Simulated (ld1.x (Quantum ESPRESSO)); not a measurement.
**Ta: variants of one TM semilocal potential**

Base potential:

- Element: Ta (Z = 73)
- Generator: ld1.x (Quantum ESPRESSO) 7.5
- Type: norm-conserving Troullier–Martins (semilocal form)
- Functional: PBEsol
- Relativity: scalar-relativistic
- Frozen core: [Xe] 4f14
- Valence charge: 5
- Reference configuration: 5d3 6s1.5 6p0 (charge +0.5)
- Partial waves: 6p (bound, empty): rc 4.00 bohr; 5d (bound): rc 1.90 bohr; 6s (bound): rc 2.85 bohr
- Local potential: the s channel
- Core correction: a·sin(br)/r model core inside 1.05 bohr

All-electron outer shells of the reference configuration (PBEsol, scalar-relativistic, ld1.x):

```csv
shell,level (eV),outermost node (bohr),outermost maximum (bohr)
4f,-28.19,–,0.44
6s,-8.48,1.32,2.71
5d,-6.95,0.65,1.58
6p,-3.87,1.59,3.61
```

Cutoffs, loose and tight: the cutoffs (Ry, on a coarse ladder) from which the occupation-weighted sum of valence levels, in a spherical-Bessel basis at the reference potential, stays within 10 and 1 mRy of its value at 400 Ry. They do not see the model core or the augmentation charge, which bear on the density cutoff. Test errors are all-electron minus pseudo excitation energies from the reference, over the configurations 5d3 6s2 6p0; 5d3 6s1 6p0; 5d3 6s0 6p0; 5d3 6s0 6p1; 5d2 6s2 6p0; 5d1 6s0 6p0; 5d2 6s0 6p0. A dash means not determined; rows that change the core or the reference have their own tests. The largest error is taken over the tests solved by every variant that gives reliable tests at all: 5d3 6s0 6p0; 5d3 6s0 6p1; 5d3 6s1 6p0; 5d3 6s2 6p0.

Cutoffs are not given where the Bessel-basis levels miss the radial ones by over 6 mRy, ghosts where they miss by over 20 mRy; a channel whose overlap is not positive is not tested.

In the semilocal form every listed channel keeps its own potential, so the choice of the local channel does not act on these tests. It acts once the file is put into the separable form.

A semilocal file is local in each channel, so a ghost entry of none says nothing of the separable form that plane-wave codes build from it.

| change | outcome | cutoff, loose | cutoff, tight | bound ghosts | largest test error (meV) |
| --- | --- | --- | --- | --- | --- |
| base | generated | 30 Ry | 35 Ry | none | -34 |
| wave 6p (bound): rc 4.00 bohr becomes 6p (bound): rc 5.08 bohr | generated | 30 Ry | 35 Ry | none | -34 |
| core correction a·sin(br)/r model core inside 1.60 bohr | generated | 30 Ry | 35 Ry | none | -33 |
| reference 5d3 6s2 6p0 | generated | 25 Ry | 35 Ry | none | -175 |
| type ultrasoft, which also changes the form from semilocal to separable; waves now 6s (bound): rcut 2.50, rcutus 2.85 bohr; 6s channel at 4.05 Ry: rcut 2.50, rcutus 2.85 bohr; 6p (bound): rcut 3.50, rcutus 4.00 bohr; 6p channel at 1.5 Ry: rcut 3.50, rcutus 4.00 bohr; 5d (bound): rcut 1.65, rcutus 1.90 bohr; 5d channel at 0.25 Ry: rcut 1.65, rcutus 1.90 bohr; local potential all-electron potential smoothed inside 3.75 bohr (lloc = -1); augmentation built from norm-conserving waves at rcut, not smoothed further | generated | – | – | not determined | -33 |

(1) What comes out with this change to the base: all radii but the core radius scaled by about 0.82 (s 2.34, p 3.30, d 1.56 bohr)?

(2) What comes out with this change to the base: wave 6s (bound): rc 2.85 bohr becomes 6s (bound): rc 4.08 bohr?

Answers

(1) outcome: generated; cutoff, loose: 25 Ry; cutoff, tight: 35 Ry; bound ghosts: none; largest test error (meV): -32.

(2) outcome: generated; cutoff, loose: 30 Ry; cutoff, tight: 35 Ry; bound ghosts: none; largest test error (meV): -97.
